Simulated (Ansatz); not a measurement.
```xyz
7

H     2.3000    0.0000    0.0000
H     1.4340    1.7982    0.0000
H    -0.5118    2.2424    0.0000
H    -2.0722    0.9980    0.0000
H    -2.0722   -0.9980    0.0000
H    -0.5118   -2.2424    0.0000
H     1.4340   -1.7982    0.0000
```

Basis set: pcseg-2 (spherical functions). Charge 0, multiplicity 2.

Computed with Ansatz (development build ahead of 0.2.0); each method stands on the lowest determinant of its kind that the runs found.

The atomization energy at this shape (free ground-state atoms in the same class of orbitals less the molecule, no zero-point energy) of doublet H7:

```json
{"method": "ROHF", "atomization energy": "-5.93 eV"}
```

(1) What does PBE (unrestricted) give?

## Answers

(1) 1.87 eV. Caution: the shape is not the minimum. Caution for PBE (unrestricted): the unrestricted determinant is a mixture of spin states. Caution for ROHF: stretched shape with no unrestricted run beside it, a lower state can exist; the molecule lies well above its atoms at this level.
